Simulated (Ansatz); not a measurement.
Program: Ansatz. Geometries: PBE0-D4/def2-TZVP. ΔE: electronic, gas phase. CCSD(T)/CBS adds triple-zeta CCSD(T) − MP2 to the extrapolated MP2 energy (def2 sets, frozen cores). This one scheme is used for every species. Functionals use def2-TZVPP. B3LYP here is the variant with VWN-RPA as its local correlation; programs differ in this. One conformer a species, not always the lowest.

Reaction (formal exchange of groups at a B–C bond): `OCBO[SiH3]` + `CC` → `CCBO[SiH3]` + CH₃OH

`OCBO[SiH3]`:

```xyz
12

O     1.616   -2.274   -0.345
C     1.181   -0.994   -0.763
B     0.093   -0.414    0.207
O    -0.422    0.805   -0.078
Si   -1.561    1.734    0.681
H     2.279   -2.591   -0.962
H     2.014   -0.272   -0.810
H     0.755   -1.016   -1.780
H    -0.284   -1.017    1.177
H    -2.051    1.050    1.905
H    -0.937    3.032    1.033
H    -2.681    1.957   -0.265
```

`CC`:

```xyz
8

C    -0.216   -0.216    0.695
C     0.216    0.216   -0.695
H     0.354   -1.083    1.038
H    -0.070    0.583    1.425
H    -1.274   -0.491    0.716
H    -0.354    1.083   -1.039
H     0.070   -0.583   -1.425
H     1.274    0.491   -0.716
```

`CCBO[SiH3]`:

Cartesian coordinates in Å:
```
C 0.315 -2.111 1.248
C -0.456 -1.274 0.233
B -0.032 0.228 0.142
O -0.243 0.926 -1.002
Si 0.032 2.505 -1.404
H -0.084 -3.125 1.329
H 0.278 -1.660 2.243
H 1.370 -2.197 0.973
H -1.522 -1.254 0.513
H -0.437 -1.733 -0.761
H 0.456 0.806 1.086
H 0.643 3.232 -0.262
H -1.265 3.125 -1.767
H 0.944 2.533 -2.573
```

CH₃OH:

Z-matrix (Å, degrees):
```
C
O 1 1.409
H 1 1.097 2 112.4
H 1 1.090 2 107.0 3 -118.5
H 1 1.097 2 112.4 3 123.0
H 2 0.959 1 108.5 3 -61.6
```

(1) Is it downhill or uphill in electronic energy at CCSD(T)/CBS, and by how much? (Estimate.)

(2) What do these levels give: r2SCAN, B3LYP, SCS-MP2/def2-TZVPP, CCSD(T)/def2-TZVPP, HF/CBS(def2), CCSD/CBS(def2)? (Best estimate.)

Largest T1 diagnostic among the species: 0.012.

Answers

(1) Computed: Nearly level: ΔE = 0.0 kcal/mol.

(2) The calculation gave: r2SCAN 0.3, B3LYP 0.7, SCS-MP2/def2-TZVPP 0.0, CCSD(T)/def2-TZVPP 0.0, HF/CBS(def2) 0.7, CCSD/CBS(def2) 0.1 kcal/mol.

In def2-TZVPP, CCSD(T) changes the Hartree–Fock value by −0.7 kcal/mol (the triples alone add −0.1 kcal/mol) and MP2 by −0.9 kcal/mol.
